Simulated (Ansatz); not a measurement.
Reactions of CH₈S₂Si₂ (`[SiH3][SiH2]SCS`).

Gas-phase electronic energies from Ansatz, PBE0-D4/def2-TZVP geometries. CCSD(T)/CBS adds triple-zeta CCSD(T) − MP2 to the extrapolated MP2 energy (def2 sets, frozen cores). Functionals use def2-TZVPP. For Ge outer-core shells are correlated without core-valence functions, which leaves a few kJ/mol of doubt a bond. Scalar relativity is left out up to krypton. Each species was taken in one conformer, which may not be the lowest.

```
                                                                         reaction  B2PLYP (kJ/mol)  ωB97X-V (kJ/mol)  MP2/CBS(def2) (kJ/mol)
       `[SiH3][SiH2]SCS` + `[OH][GeH2][SH]` → `[SiH3][O][GeH2][SH]` + `[SiH3]SCS`             -102               -94                    -101
`[SiH3][SiH2]SCS` + `F[SiH](Cl)C[SiH3]` → `F[SiH](Cl)[SiH2][SiH3]` + `[SiH3]CSCS`              126               126                     139
                          `[SiH3][SiH2]SCS` + `CCSS` → `CCSS[SiH3]` + `[SiH3]SCS`              -56               -50                     -63
        `[SiH3][SiH2]SCS` + `BN([SiH3])C=C` → `BN(C=C)[SiH2][SiH3]` + `[SiH3]SCS`                6                 6                       8
```

(1) Give the CCSD(T)/CBS values in the same order. (Estimate.)

Largest T1 diagnostic: 0.014, for `BN(C=C)[SiH2][SiH3]`.

Results:

(1) Computed: -95, 130, -54, 7 kJ/mol.
